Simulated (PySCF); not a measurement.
**From a computed spectrum to the compound**

A species of 3 atoms with charge 1 has these harmonic modes (PBE0, small Gaussian bases with core potentials, PySCF 2.14.0):

| cm⁻¹ | km/mol | symmetry |
| --- | --- | --- |
| 51 | 3.0 | a1 |
| 266 | 14.5 | a1 |
| 281 | 64.2 | b2 |

Which species is it, and in which structure?

[TbBr2]+ (singlet in the valence; each metal's 4f electrons, 8 of them, lie in its core potential, out of spins and levels):
```xyz
3

Tb    0.0000    0.0000   -0.7226
Br    2.0756    0.0000    0.7276
Br   -2.0756    0.0000    0.7276
```
Ideal gas at 298.15 K and 1 bar: S = 349.1 J/(mol K), Cp = 55.9 J/(mol K), H − H(0 K) = 14.5 kJ/mol (rigid rotor, harmonic modes, spin degeneracy alone, that of the 4f electrons in the core included; the modes under 60 cm⁻¹ make these uncertain). An lcecp potential fixes the number of 4f electrons, so in runs with it no electron can move into or out of that shell.
 The answer isn't unique; the calculation gave this one.
